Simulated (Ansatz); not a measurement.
The same path of ClF5Mo + H2 (9 atoms, charge 0, multiplicity 1) was run twice with different band settings. Lost on the way: H8–H9. Made: Mo1–H8, F2–H9.

Method: RKS BLYP-D4/def2-SVP in Ansatz.

Relaxed end points:

```xyz
9
Properties=species:S:1:pos:R:3
Mo 0.137 -0.295 -0.263
F -0.054 -0.194 1.583
F 1.979 -0.128 -0.038
F 0.027 1.553 -0.386
Cl -2.140 -0.497 -0.533
F 0.327 -2.138 -0.138
F 0.409 -0.400 -2.096
H -2.008 2.386 2.025
H -1.626 1.830 2.391
```

```xyz
9
Properties=species:S:1:pos:R:3
Mo -0.300 -0.015 -0.177
F -0.032 0.595 2.235
F 1.535 -0.106 0.234
F -0.156 1.856 0.031
Cl -2.253 -0.783 -1.264
F -0.386 -1.622 0.732
F 0.185 0.263 -1.950
H -1.697 0.419 0.643
H 0.154 1.509 2.059
```

Common settings: movable images 9; climbing image yes; optimiser quadratic models (default); start path through a guess of the saddle point; force threshold 0.03 eV/Å; iteration limit 60; end points relaxed.

| run | spring |
| --- | --- |
| 1 | 5.0 eV/Å² |
| 2 | 50.0 eV/Å² |

(1) What does each run give, and how far can it be trusted?

## Answers

(1) Run 1: converged after 20 iterations, highest image 1.637 eV above the first end. A vibrational analysis at the climbing image gives one clearly imaginary mode, 652i cm⁻¹: a first-order saddle point.
Run 2: converged after 17 iterations, highest image 1.636 eV above the first end. Another band between the same ends (9 images) ends at a top of the same energy, where a vibrational analysis finds 1 clearly imaginary mode.
The orbitals stay closed-shell, which can raise the energy where a bond breaks towards radicals; this wasn't checked here.
